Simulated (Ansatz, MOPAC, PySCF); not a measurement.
System: BeF2, charge 0, multiplicity 1. SMILES: [F][Be][F]
Geometry: optimised at B3LYP-D3(BJ)/def2-TZVP (Ansatz, a first-principles code).

Unscaled harmonic wavenumbers (cm⁻¹) in rising order, each level at the stationary point that it reaches from this structure (no distance between atoms moves by over 0.3 Å); the order of modes can differ between levels, and a negative number is imaginary. B3LYP-D3(BJ)/def2-TZVP (PySCF, at the structure above): 345, 345, 719, 1560.

AM1 (MOPAC): 259, 259, 650, 1409. Zero-point energy 3.7 against 4.2 kcal/mol; where all levels lie over 400 cm⁻¹, the wavenumbers are on average 0.904 times those of B3LYP-D3(BJ)/def2-TZVP.

PM3 (MOPAC): 296, 296, 798, 1716. Zero-point energy 4.4 against 4.2 kcal/mol; where all levels lie over 400 cm⁻¹, the wavenumbers are on average 1.105 times those of B3LYP-D3(BJ)/def2-TZVP.

PM6 (MOPAC): 267, 267, 846, 1879. Zero-point energy 4.7 against 4.2 kcal/mol; where all levels lie over 400 cm⁻¹, the wavenumbers are on average 1.191 times those of B3LYP-D3(BJ)/def2-TZVP.

HF/6-31G* (Ansatz): 337, 337, 765, 1674. Zero-point energy 4.5 against 4.2 kcal/mol; where all levels lie over 400 cm⁻¹, the wavenumbers are on average 1.069 times those of B3LYP-D3(BJ)/def2-TZVP.
